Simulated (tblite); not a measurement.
C5H16BNSi.
Atom-mapped SMILES: `[CH3:1][CH2:2][CH2:3][N:4]([SiH3:5])[B:6]([CH3:7])[CH3:8]` (hydrogens: H9, H10, H11 on C1; H12, H13 on C2; H14, H15 on C3; H16, H17, H18 on Si5; H19, H20, H21 on C7; H22, H23, H24 on C8)

Computed with GFN2-xTB (tblite), gas phase: L-BFGS steps from a force-field or distance-geometry start until the largest atomic force falls under 0.01 eV/Å.

Step 95: E = -674.9648 eV
```
atom  x, y, z in Å  |  force x, y, z in eV/Å
C1      3.0860    0.6205    0.1965    0.005   0.014  -0.019
C2      1.8523   -0.2726    0.1576   -0.018   0.004   0.027
C3      0.7936    0.2338   -0.8262    0.014  -0.038   0.001
N4     -0.5131   -0.3572   -0.5565   -0.007  -0.011   0.033
Si5    -0.7290   -2.0069   -1.1065    0.011   0.020  -0.030
B6     -1.4160    0.3439    0.2719   -0.001  -0.049   0.012
C7     -2.8325   -0.2828    0.6268   -0.009  -0.045   0.008
C8     -1.0464    1.7764    0.8635   -0.022  -0.011   0.017
H9      3.8307    0.1994    0.8685    0.025   0.018  -0.030
H10     3.5248    0.7168   -0.7953   -0.005  -0.017   0.035
H11     2.8290    1.6172    0.5553   -0.003  -0.063  -0.043
H12     1.4103   -0.3206    1.1558   -0.021   0.014  -0.028
H13     2.1307   -1.2896   -0.1285    0.031   0.002   0.044
H14     1.1107   -0.0093   -1.8441   -0.029  -0.002  -0.035
H15     0.7139    1.3187   -0.7549    0.031  -0.013  -0.007
H16    -2.1142   -2.2427   -1.5143    0.050   0.060  -0.004
H17     0.1599   -2.1845   -2.2624   -0.020   0.038   0.034
H18    -0.3394   -2.9517   -0.0489   -0.017   0.018  -0.001
H19    -3.2856    0.1674    1.5068    0.016   0.050   0.016
H20    -2.7856   -1.3539    0.8047   -0.002  -0.042  -0.021
H21    -3.5322   -0.1293   -0.1941    0.018  -0.016  -0.020
H22    -0.0957    1.7669    1.3968   -0.053   0.025  -0.012
H23    -1.8033    2.1329    1.5572   -0.001   0.034   0.023
H24    -0.9603    2.5267    0.0778    0.008   0.012  -0.002
```

Step 96: E = -674.9661 eV
```
atom  x, y, z in Å  |  force x, y, z in eV/Å
C1      3.0858    0.6190    0.1963    0.020  -0.001  -0.023
C2      1.8531   -0.2734    0.1571   -0.032   0.013   0.065
C3      0.7933    0.2320   -0.8248    0.017  -0.037  -0.045
N4     -0.5127   -0.3588   -0.5511    0.008  -0.005   0.008
Si5    -0.7294   -2.0071   -1.1047    0.029   0.032  -0.025
B6     -1.4165    0.3436    0.2742    0.027  -0.030   0.008
C7     -2.8315   -0.2842    0.6260   -0.004  -0.032   0.018
C8     -1.0481    1.7779    0.8640   -0.046   0.002  -0.019
H9      3.8317    0.2004    0.8671    0.035  -0.006  -0.013
H10     3.5228    0.7147   -0.7949    0.017  -0.006  -0.006
H11     2.8285    1.6130    0.5553   -0.019   0.012  -0.026
H12     1.4111   -0.3191    1.1557   -0.021   0.001  -0.030
H13     2.1337   -1.2884   -0.1275    0.025  -0.047   0.033
H14     1.1068   -0.0103   -1.8451   -0.030  -0.011  -0.003
H15     0.7159    1.3169   -0.7562    0.017   0.000   0.009
H16    -2.1114   -2.2418   -1.5178    0.016   0.054  -0.004
H17     0.1577   -2.1776   -2.2620   -0.006   0.027   0.027
H18    -0.3403   -2.9529   -0.0484   -0.016   0.014   0.000
H19    -3.2825    0.1666    1.5055   -0.014   0.057   0.040
H20    -2.7859   -1.3548    0.8038    0.003  -0.065  -0.018
H21    -3.5295   -0.1297   -0.1950   -0.002  -0.011  -0.033
H22    -0.0975    1.7706    1.3952   -0.025   0.017   0.013
H23    -1.8053    2.1347    1.5578    0.007   0.032   0.014
H24    -0.9615    2.5280    0.0771   -0.007  -0.008   0.012
```

Step 97: E = -674.9674 eV
```
atom  x, y, z in Å  |  force x, y, z in eV/Å
C1      3.0833    0.6212    0.1954    0.015   0.003   0.012
C2      1.8526   -0.2738    0.1591    0.013  -0.023   0.029
C3      0.7928    0.2272   -0.8249    0.023  -0.010  -0.018
N4     -0.5126   -0.3621   -0.5483    0.011   0.012   0.005
Si5    -0.7297   -2.0077   -1.1060    0.021   0.026   0.000
B6     -1.4160    0.3402    0.2772    0.039  -0.004  -0.002
C7     -2.8319   -0.2860    0.6269   -0.007  -0.013   0.039
C8     -1.0470    1.7761    0.8650   -0.011   0.003  -0.019
H9      3.8324    0.2088    0.8672    0.022  -0.015  -0.019
H10     3.5178    0.7143   -0.7955    0.043   0.002  -0.048
H11     2.8240    1.6157    0.5516   -0.022   0.015  -0.028
H12     1.4117   -0.3158    1.1567   -0.045  -0.008   0.002
H13     2.1371   -1.2902   -0.1215    0.008  -0.015   0.039
H14     1.1041   -0.0138   -1.8454   -0.014  -0.038  -0.014
H15     0.7181    1.3120   -0.7590   -0.002   0.024   0.019
H16    -2.1089   -2.2354   -1.5265   -0.017   0.041  -0.005
H17     0.1581   -2.1711   -2.2610    0.022   0.010  -0.002
H18    -0.3449   -2.9563   -0.0507   -0.017   0.011  -0.004
H19    -3.2810    0.1722    1.5046   -0.022   0.027   0.018
H20    -2.7901   -1.3566    0.8082    0.000  -0.039  -0.023
H21    -3.5266   -0.1298   -0.1971   -0.001  -0.020  -0.017
H22    -0.0945    1.7671    1.3952   -0.062   0.019   0.009
H23    -1.8035    2.1363    1.5581    0.017   0.022   0.014
H24    -0.9570    2.5270    0.0783   -0.015  -0.029   0.015
```

Problem. Estimate the geometry and energy of step 98. (The exact step hangs on the optimiser's Hessian estimate; all steps are aligned on step 97, rigid shifts and turns removed.)

Solution. E = -674.9682 eV, largest force 0.068 eV/Å
```
atom  x, y, z in Å  |  force x, y, z in eV/Å
C1      3.0825    0.6206    0.1946    0.023  -0.007   0.005
C2      1.8521   -0.2747    0.1596    0.018  -0.025   0.015
C3      0.7936    0.2254   -0.8262    0.014   0.009  -0.009
N4     -0.5120   -0.3620   -0.5477    0.011   0.006   0.001
Si5    -0.7279   -2.0070   -1.1061    0.015   0.019   0.012
B6     -1.4152    0.3391    0.2783    0.020   0.010   0.007
C7     -2.8320   -0.2873    0.6277    0.000  -0.003   0.025
C8     -1.0480    1.7765    0.8664    0.005  -0.008  -0.011
H9      3.8329    0.2105    0.8666    0.014  -0.015  -0.022
H10     3.5161    0.7122   -0.7972    0.040   0.004  -0.038
H11     2.8212    1.6144    0.5490   -0.018   0.037  -0.022
H12     1.4081   -0.3138    1.1562   -0.032  -0.014   0.001
H13     2.1384   -1.2913   -0.1187   -0.004  -0.015   0.042
H14     1.1026   -0.0164   -1.8471   -0.003  -0.043  -0.010
H15     0.7196    1.3104   -0.7616   -0.001   0.026   0.022
H16    -2.1058   -2.2327   -1.5287   -0.032   0.036  -0.010
H17     0.1615   -2.1665   -2.2592    0.030   0.001  -0.014
H18    -0.3455   -2.9569   -0.0510   -0.015   0.012  -0.006
H19    -3.2799    0.1756    1.5041   -0.026   0.005   0.008
H20    -2.7930   -1.3585    0.8096    0.002  -0.013  -0.017
H21    -3.5252   -0.1306   -0.1984    0.007  -0.021   0.002
H22    -0.0954    1.7673    1.3968   -0.066   0.016   0.007
H23    -1.8037    2.1375    1.5603    0.017   0.012   0.003
H24    -0.9565    2.5276    0.0803   -0.020  -0.028   0.008
```

The energy changes by -0.0008 eV. The first-order estimate −F·Δx gives -0.0011 eV and the mean of the old and new forces, exact on a quadratic surface, -0.0008 eV. The step makes an angle of 66° with the force vector and moves no atom by more than 0.006 Å.

What follows is the cost of the whole relaxation. Hardware: one thread, Arm Neoverse V2 (aarch64), no GPU (shared host). Cost: 1.3 s.
